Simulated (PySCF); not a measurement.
C₃H₈FNSi, SMILES C/N=C/[C@H](F)[SiH3]. Atoms are numbered in the order given.

```xyz
14

C      2.6789     1.0649     0.2048
N      1.3122     0.6260     0.3430
C      0.9164    -0.4029    -0.2789
C     -0.4883    -0.9035    -0.1109
F     -0.9629    -1.3417    -1.3523
Si    -1.6706     0.4323     0.6007
H      3.2801     0.4480    -0.4927
H      3.1673     1.0580     1.1937
H      2.6909     2.1117    -0.1413
H      1.5632    -0.9883    -0.9674
H     -0.4723    -1.7852     0.5609
H     -1.3545     0.7181     2.0254
H     -3.0479    -0.1355     0.5198
H     -1.5992     1.6634    -0.2287
```

Geometry: B3LYP-D3(BJ)/def2-SVP. The structure was generated by enumeration; whether it is a known compound was not checked. Other conformers were not sampled.

Two levels are set side by side: PBE/pcSseg-1 (PySCF) and B3LYP/pcSseg-1 (PySCF). GIAO shifts against CFCl3 (¹⁹F), NH3 (¹⁵N), TMS (²⁹Si), TMS (¹H), TMS (¹³C) at the same level; non-relativistic, no solvent, atoms listed together averaged. Differences are taken from unrounded values.

```json
[
 {"quantity": "δ(¹³C) of C1 (ppm)", "B3LYP": "53.2"},
 {"quantity": "δ(¹⁵N) of N2 (ppm)", "B3LYP": "383.9"},
 {"quantity": "δ(¹³C) of C3 (ppm)", "B3LYP": "175.0"},
 {"quantity": "δ(¹³C) of C4 (ppm)", "B3LYP": "95.8"},
 {"quantity": "δ(¹⁹F) of F5 (ppm)", "B3LYP": "-259.9"},
 {"quantity": "δ(²⁹Si) of Si6 (ppm)", "B3LYP": "-69.9"},
 {"quantity": "δ(¹H) of H10 (ppm)", "B3LYP": "8.37"},
 {"quantity": "δ(¹H) of H11 (ppm)", "B3LYP": "5.56"}
]
```

Question: What does PBE give, and how far is it from B3LYP? (An estimate is asked for; the answer gives what the named calculation found.)

Answer: 
```json
[
 {"quantity": "δ(¹³C) of C1 (ppm)", "PBE": "53.9", "PBE minus B3LYP": "0.8"},
 {"quantity": "δ(¹⁵N) of N2 (ppm)", "PBE": "374.6", "PBE minus B3LYP": "-9.3"},
 {"quantity": "δ(¹³C) of C3 (ppm)", "PBE": "173.2", "PBE minus B3LYP": "-1.8"},
 {"quantity": "δ(¹³C) of C4 (ppm)", "PBE": "97.7", "PBE minus B3LYP": "1.9"},
 {"quantity": "δ(¹⁹F) of F5 (ppm)", "PBE": "-274.0", "PBE minus B3LYP": "-14.1"},
 {"quantity": "δ(²⁹Si) of Si6 (ppm)", "PBE": "-73.4", "PBE minus B3LYP": "-3.4"},
 {"quantity": "δ(¹H) of H10 (ppm)", "PBE": "8.47", "PBE minus B3LYP": "0.10"},
 {"quantity": "δ(¹H) of H11 (ppm)", "PBE": "5.82", "PBE minus B3LYP": "0.26"}
]
```

Rough cost on one machine, each run with all the roots and properties that it gave: B3LYP against PBE within a factor of 2.
